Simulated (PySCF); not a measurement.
**Ce²⁰⁺: ionisation energy**

Ce²⁰⁺ [Kr] 4d2 (3F) → Ce²¹⁺ [Kr] 4d1 (2D), as a difference of total energies. Computed with PySCF 2.14 in an uncontracted even-tempered set (20 s from 1.2 bohr⁻², ratio 2.5; 14 p from 1.5 bohr⁻², ratio 2.5; 9 d from 1.5 bohr⁻², ratio 2.5; 4 f from 6.2 bohr⁻², ratio 2.7; 4 g from 9.2 bohr⁻², ratio 2.7), with the spin-free X2C one-electron Hamiltonian (Gaussian nucleus). Correlated levels: outer shells: [Ar] 3d10 frozen; virtual orbitals above 40 to 60 times the deepest correlated orbital energy dropped. The calculations carry no spin-orbit coupling.

```csv
method,ionisation energy (eV)
UHF,577.83
MP2 (outer shells),578.11
SCS-MP2 (outer shells),578.09
CCSD (outer shells),578.14
CCSD(T) (outer shells),578.14
```

Question: How much does correlation contribute at CCSD(T) (outer shells)?

Answer: 578.14 − (577.83) = 0.31 eV, measured against UHF.

Breit and QED terms and the two-electron picture change are absent.

The reference lies between the lowest fine-structure levels, while these numbers refer to the centres of the terms.

For comparison: 579 ± 4 eV (theoretical estimate listed by NIST; NIST Atomic Spectra Database, ionization energies).
